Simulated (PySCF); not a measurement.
silicon dioxide molecule (O2Si), SMILES [Si](=O)=O. Atoms are numbered in the order given.

```xyz
3

O      0.0000     0.0000     1.5050
Si     0.0000     0.0000     0.0000
O      0.0000     0.0000    -1.5050
```
Charge 0, spin multiplicity 1.

The structure is a stationary point at ωB97X-D3(BJ)/def2-TZVP.

Computed with KT2/pcSseg-2 (PySCF).

GIAO shieldings, no solvent; atoms alike by connectivity are averaged. δ = σ(ref) − σ: ¹⁷O against H2O (σ = 324.0 ppm); ²⁹Si against TMS (σ = 351.7 ppm), references at their B3LYP-D3(BJ)/def2-TZVP geometries, non-relativistic.

```tsv
nucleus	atoms	count	δ (ppm)
¹⁷O	O1, O3	2	125.9
²⁹Si	Si2	1	-1.0
```
